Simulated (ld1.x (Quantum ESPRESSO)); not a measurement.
**promethium: variants of one TM potential**

Base potential:

- Element: promethium
- Generator: ld1.x (Quantum ESPRESSO) 7.5
- Type: norm-conserving Troullier–Martins (Kleinman–Bylander form)
- Functional: PBE
- Relativity: scalar-relativistic
- Frozen core: [Kr] 4d10
- Valence charge: 15
- Reference configuration: 4f5 5s2 5p6 5d0 6s1.5 6p0 (charge +0.5)
- Partial waves: 5p (bound): rc 2.75 bohr; 5d (bound, empty): rc 3.15 bohr; 4f (bound): rc 1.70 bohr; 5s (bound): rc 2.05 bohr
- Local potential: the s channel
- Core correction: none

Occupied shells without a wave of their own: 6s. They enter only through the test configuration that unscreens the potential.

All-electron outer shells of the reference configuration (PBE, scalar-relativistic, ld1.x):

```csv
shell,level (eV),outermost node (bohr),outermost maximum (bohr)
4p,-239.54,0.31,0.58
4d,-125.61,0.29,0.60
5s,-44.76,0.70,1.29
5p,-25.56,0.75,1.46
6s,-5.85,1.73,3.63
4f,-5.01,–,0.64
5d,-4.41,0.86,2.17
6p,-3.17,2.08,4.66
```

Cutoffs, loose and tight: the cutoffs (Ry, on a coarse ladder) from which the occupation-weighted sum of valence levels, in a spherical-Bessel basis at the reference potential, stays within 10 and 1 mRy of its value at 400 Ry. They do not see the model core or the augmentation charge, which bear on the density cutoff. Test errors are all-electron minus pseudo excitation energies from the reference, over the configurations 4f5 5s2 5p6 5d0 6s2 6p0; 4f5 5s2 5p6 5d0 6s1 6p0; 4f5 5s2 5p6 5d0 6s0 6p0; 4f5 5s2 5p6 5d1 6s0 6p0; 4f4 5s2 5p6 5d1 6s2 6p0; 4f5 5s2 5p5 5d0 6s2 6p0; 4f5 5s2 5p6 5d0 6s0 6p1. A dash means not determined; rows that change the core or the reference have their own tests.

| change | outcome | cutoff, loose | cutoff, tight | bound ghosts | largest test error (meV) |
| --- | --- | --- | --- | --- | --- |
| base | generated, misses its reference levels by 0.44 eV | 140 Ry | 200 Ry | none | -1057 |
| wave 5p (bound): rc 2.75 bohr becomes 5p (bound): rc 1.76 bohr | generated, misses its reference levels by 0.44 eV | 140 Ry | 200 Ry | none | -1058 |
| wave 5p (bound): rc 2.75 bohr becomes 5p (bound): rc 2.14 bohr | generated, misses its reference levels by 0.44 eV | 140 Ry | 200 Ry | none | -1058 |
| wave 5p (bound): rc 2.75 bohr becomes 5p (bound): rc 2.40 bohr | generated, misses its reference levels by 0.44 eV | 140 Ry | 200 Ry | none | -1058 |
| wave 5p (bound): rc 2.75 bohr becomes 5p (bound): rc 2.74 bohr | generated, misses its reference levels by 0.44 eV | 140 Ry | 200 Ry | none | -1057 |
| wave 5p (bound): rc 2.75 bohr becomes 5p (bound): rc 3.18 bohr | generated, misses its reference levels by 0.44 eV | 140 Ry | 200 Ry | none | -1057 |
| wave 5p (bound): rc 2.75 bohr becomes 5p (bound): rc 3.38 bohr | generated, misses its reference levels by 0.44 eV | 140 Ry | 200 Ry | none | -1058 |
| wave 5p (bound): rc 2.75 bohr becomes 5p (bound): rc 3.82 bohr | generated, misses its reference levels by 0.44 eV | 140 Ry | 200 Ry | none | -1064 |
| wave 5p (bound): rc 2.75 bohr becomes 5p (bound): rc 4.20 bohr | generated, misses its reference levels by 0.44 eV | 140 Ry | 200 Ry | none | -1074 |

Reading the sweep of the p radius (base included, trends over the rows without a ghost): The loose cutoff stays near 140 Ry. The median size of the test errors (rows with all tests solved) stays near 511.9 meV.
